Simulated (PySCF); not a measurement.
## Hf(SH)4: one run

Hf(SH)4 (singlet). PySCF 2.14.0, RKS B3LYP, Hf def2-SVP with ECP60, S def2-SVP, H def2-SVP; non-relativistic Hamiltonian with scalar-relativistic core potentials where named; density fitting; no spin-orbit coupling. Purpose: singlet excitations, Tamm-Dancoff B3LYP.

```python
mol = gto.M(atom='''
Hf    -0.00000     0.00000    -0.00001
S      1.34321     1.48494     1.38813
H      1.76517     0.42576     2.12679
S     -1.34321    -1.48494     1.38813
H     -1.76517    -0.42576     2.12679
S      1.48499    -1.34323    -1.38813
H      0.42577    -1.76527    -2.12679
S     -1.48499     1.34323    -1.38813
H     -0.42577     1.76527    -2.12679''',
    basis={'Hf': 'def2-SVP', 'S': 'def2-SVP', 'H': 'def2-SVP'},
    ecp={'Hf': 'def2-SVP'},
    charge=0, spin=0)
mf = dft.RKS(mol, xc='B3LYP')
mf.grids.atom_grid = (50, 194)
mf = mf.density_fit()  # fitting sets: Hf def2-universal-JKFIT, S def2-universal-JKFIT, H def2-universal-JKFIT
mf.conv_tol = 1e-08; mf.max_cycle = 55
mf.kernel(dm0)  # dm0: converged density of the relaxed state
td = mf.TDA(); td.nstates = 8; td.kernel()
```

Run from Python with OMP_NUM_THREADS=2; the lines above give its settings. Where DIIS fails, smearing, a level shift and second-order steps follow.
It took 76 s on 2 threads of Arm Neoverse V1, with other jobs on the host, from an already converged density.

Problem. Where do the frontier levels lie, over both spins?

Solution. HOMO -7.53 eV, LUMO -2.32 eV. 

Problem. What are the Mulliken charges and spins?

Solution. 
```csv
atom,charge (e),spin (e)
Hf1,0.588,0.000
S2,-0.257,0.000
H3,0.110,0.000
S4,-0.257,0.000
H5,0.110,0.000
S6,-0.257,0.000
H7,0.110,0.000
S8,-0.257,0.000
H9,0.110,0.000
```

Problem. Which singlet excitations follow (Tamm-Dancoff, 8 states)?

Solution. 
| state | eV | oscillator strength |
| --- | --- | --- |
| 1 | 4.20 | 0.0048 |
| 2 | 4.20 | 0.0048 |
| 3 | 4.60 | 0.0204 |
| 4 | 4.71 | 0.0000 |
| 5 | 4.73 | 0.0415 |
| 6 | 4.73 | 0.0415 |
| 7 | 4.97 | 0.0000 |
| 8 | 5.11 | 0.0022 |
Functionals without range separation put charge-transfer states too low; the basis has no diffuse functions.

The geometry was relaxed with r2SCAN (Hf def2-SVP with ECP60, S def2-SVP, H def2-SVP).
